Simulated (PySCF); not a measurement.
First hyperpolarisability: SMILES CCOC(=O)COC, C$_{5}$H$_{10}$O$_{3}$

Cartesian coordinates in Å; atom numbers follow the order of the lines, from 1:
```xyz
18

C     3.2520   -0.0213    0.6401
C     1.9971   -0.6824    0.1333
O     0.8816    0.1036    0.5521
C    -0.3276   -0.3456    0.2024
O    -0.5182   -1.3468   -0.4328
C    -1.4026    0.5893    0.7282
O    -2.6895    0.1910    0.4301
C    -3.0542    0.3521   -0.9132
H     4.1343   -0.6019    0.3335
H     3.3507    0.9971    0.2361
H     3.2458    0.0442    1.7380
H     1.9856   -0.7603   -0.9661
H     1.8810   -1.7060    0.5245
H    -1.1695    1.6111    0.3604
H    -1.2974    0.6228    1.8248
H    -2.9549    1.4084   -1.2340
H    -4.1100    0.0612   -1.0015
H    -2.4545   -0.2846   -1.5845
```

The calculation used PySCF 2.14.0, quadratic response CAM-B3LYP/aug-cc-pVDZ first hyperpolarisability, Taylor convention, gas phase. Geometry: PBE0-D3(BJ)/def2-SVP.

What is the first hyperpolarisability, and how does it disperse?

In 10⁻³⁰ esu, Taylor convention; the vector part is βᵢ = ⅓ Σⱼ (βᵢⱼⱼ + βⱼᵢⱼ + βⱼⱼᵢ); β∥ is 3/5 of the vector part along the dipole, the dipole points from − to +:
| process | λ (nm) | β vector norm | β∥ | β HRS | depolarisation ratio |
| --- | --- | --- | --- | --- | --- |
| static β(0;0,0) | ∞ | 1.10 | -0.58 | 0.46 | 4.91 |
| second harmonic β(−2ω;ω,ω) | 1907 | 1.14 | -0.59 | 0.47 | 4.89 |
| Pockels β(−ω;ω,0) | 1907 | 1.11 | -0.58 | – | – |
| second harmonic β(−2ω;ω,ω) | 1064 | 1.22 | -0.64 | 0.51 | 4.86 |
| Pockels β(−ω;ω,0) | 1064 | 1.14 | -0.60 | – | – |

Which lowest excitations, dipole and polarisabilities go with it?

S1 5.84 eV (f = 0.002); S2 6.71 eV (f = 0.022); S3 7.22 eV (f = 0.012); dipole 2.59 D; isotropic α 75.4 au static, 75.5 au at 1907 nm, 75.9 au at 1064 nm, 76.0 au at 953.5 nm, 77.4 au at 532 nm.
